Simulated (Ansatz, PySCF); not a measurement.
Breaking a bond: Al₂, triplet.

- UKS-PBE = unrestricted PBE/6-31G (Ansatz, a first-principles code)
- UKS-CAM-B3LYP = PySCF with unrestricted CAM-B3LYP/6-31G
- UCCSD(T) = CCSD(T) on UHF/6-31G, 10 core orbitals frozen in PySCF

Energies relative to the lowest point of each curve near equilibrium, in kcal/mol; the last columns give the difference from UCCSD(T):

```
R / Å  UKS-PBE  UKS-CAM-B3LYP  UCCSD(T)  UKS-PBE − UCCSD(T)  UKS-CAM-B3LYP − UCCSD(T)
-----  -------  -------------  --------  ------------------  ------------------------
2.44       2.2            6.7       9.1                -6.9                      -2.4
2.57       1.4            2.2       3.5                -2.2                      -1.3
2.66       1.0            0.7       1.4                -0.4                      -0.8
2.73       0.3            0.1       0.5                -0.2                      -0.4
2.80       0.0            0.0       0.1                -0.1                      -0.1
2.86       0.0            0.2       0.0                 0.0                       0.2
3.01       1.0            1.6       0.7                 0.3                       0.9
3.17       2.9            3.9       2.3                 0.6                       1.6
3.40       6.4            8.1       5.4                 1.0                       2.7
3.69      11.1           13.7       9.6                 1.5                       4.1
4.12      17.6           19.0      15.1                 2.5                       4.0
4.52      22.6           21.5      18.5                 4.1                       3.0
4.92      26.7           22.9      20.4                 6.3                       2.5
5.44      30.6           23.8      21.5                 9.0                       2.3
6.01      33.4           24.3      22.1                11.3                       2.2
6.62      34.8           24.5      22.4                12.4                       2.2
7.30      35.3           24.7      22.5                12.7                       2.1
8.28      35.5           24.7      22.6                12.9                       2.1
```

UKS-PBE is furthest from UCCSD(T) at 8.28 (12.9 kcal/mol, above); its mean absolute difference over the points is 4.7 kcal/mol.

UKS-CAM-B3LYP is furthest from UCCSD(T) at 3.69 (4.1 kcal/mol, above); its mean absolute difference over the points is 1.9 kcal/mol.

The scan ran from 2.05 to 8.28 Å; beyond the distances shown one of the unrestricted levels run for this scan, shown here or not, changes its spin distribution in one step. The unrestricted determinant behind UCCSD(T) is spin-contaminated at 2.44 Å (<S²> up to 2.2, against 2.00 for a pure triplet).
